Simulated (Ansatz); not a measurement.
Start from `N[SiH2]CBCl` and change one atom or group to get `CC[SiH2]N`.

Ansatz, PBE0-D4/def2-TZVP geometries, multiplicity 1. Each molecule was computed in one conformer, which needn't be the lowest.

```csv
property,`N[SiH2]CBCl`
size of the dipole moment (B3LYP/def2-TZVPP) / D,1.75
HOMO–LUMO gap (PBE0/def2-TZVPP) / eV,6.30
HOMO–LUMO gap (ωB97M-V/def2-TZVPP) / eV,10.58
LUMO energy (ωB97M-V/def2-TZVPP) / eV,0.69
size of the dipole moment (PBE/def2-TZVPP) / D,1.74
HOMO energy (PBE/def2-TZVPP) / eV,-6.15
```

Problem. Give the same properties after the change, and the shifts. (Best estimate.)

Solution. The calculation gave: 
| property | `CC[SiH2]N` | shift |
| --- | --- | --- |
| size of the dipole moment (B3LYP/def2-TZVPP) / D | 1.02 | -0.73 |
| HOMO–LUMO gap (PBE0/def2-TZVPP) / eV | 7.87 | 1.57 |
| HOMO–LUMO gap (ωB97M-V/def2-TZVPP) / eV | 11.70 | 1.12 |
| LUMO energy (ωB97M-V/def2-TZVPP) / eV | 2.14 | 1.45 |
| size of the dipole moment (PBE/def2-TZVPP) / D | 1.04 | -0.70 |
| HOMO energy (PBE/def2-TZVPP) / eV | -5.81 | 0.34 |

With PBE0 the HOMO rises by 0.34 eV and the LUMO rises by 1.91 eV, so the gap widens by about 1.57 eV. PBE moves the HOMO by 0.34 eV and ωB97M-V by 0.34 eV. Dipoles are sizes alone; their direction can turn.

B3LYP here is the variant with VWN-RPA as its local correlation; programs differ in this.
